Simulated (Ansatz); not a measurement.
Process, species as SMILES: [N]=C=O → C atom + N atom + O atom
B3LYP-D3(BJ)/def2-TZVP geometries, fixed; electronic energies without zero-point terms.
Largest species:
```
C
O 1 1.1754
N 1 1.2216 2 180.00
```
Charge 0, spin multiplicity 2.

Basis-set convergence of the atomisation energy at PBE with Ansatz (a first-principles code). All functions are spherical. The program fits the integrals of some runs and decomposes those of others, by size. Open shells are unrestricted. No added dispersion term, no relativity. Functions are those of the species that has most. Reference: the value in aug-pcseg-3, 349.95 kcal/mol, itself unsure by roughly 0.23 kcal/mol (its mean distance from aug-cc-pVQZ, cc-pV5Z, def2-QZVPPD). Deviations are taken from unrounded values.

| basis | functions | atomisation energy (kcal/mol) |
|---|---|---|
| cc-pVDZ | 42 | 345.66 |
| aug-cc-pVDZ | 69 | 342.67 |
| def2-SVP | 42 | 354.73 |
| def2-SVPD | 63 | 354.48 |
| pcseg-1 | 42 | 344.69 |
| aug-pcseg-1 | 69 | 346.70 |
| 6-311G** | 54 | 348.09 |
| 6-311+G** | 66 | 345.13 |
| cc-pVTZ | 90 | 350.17 |
| aug-cc-pVTZ | 138 | 348.65 |
| pcseg-2 | 90 | 349.58 |
| aug-pcseg-2 | 138 | 349.76 |
| def2-TZVPP | 93 | 349.77 |
| def2-TZVPPD | 114 | 349.49 |
| cc-pVQZ | 165 | 350.87 |
| aug-cc-pVQZ | 240 | 350.07 |
| def2-QZVPP | 171 | 349.65 |
| def2-QZVPPD | 192 | 349.56 |
| pcseg-3 | 180 | 349.93 |
| aug-pcseg-3 | 255 | 349.95 |

What the diffuse functions change, pair by pair:
- cc-pVDZ to aug-cc-pVDZ: 27 more functions, deviation -4.29 to -7.28 kcal/mol
- def2-SVP to def2-SVPD: 21 more functions, deviation 4.77 to 4.53 kcal/mol
- pcseg-1 to aug-pcseg-1: 27 more functions, deviation -5.26 to -3.25 kcal/mol
- 6-311G** to 6-311+G**: 12 more functions, deviation -1.86 to -4.82 kcal/mol
- cc-pVTZ to aug-cc-pVTZ: 48 more functions, deviation 0.22 to -1.31 kcal/mol
- pcseg-2 to aug-pcseg-2: 48 more functions, deviation -0.37 to -0.20 kcal/mol
- def2-TZVPP to def2-TZVPPD: 21 more functions, deviation -0.19 to -0.46 kcal/mol
- cc-pVQZ to aug-cc-pVQZ: 75 more functions, deviation 0.92 to 0.12 kcal/mol
- def2-QZVPP to def2-QZVPPD: 21 more functions, deviation -0.30 to -0.39 kcal/mol
- pcseg-3 to aug-pcseg-3: 75 more functions, deviation -0.02 to 0.00 kcal/mol

Leaving out the reference's own pair, they bring the value nearer the reference by more than 0.23 kcal/mol in 3 of 9 pairs.
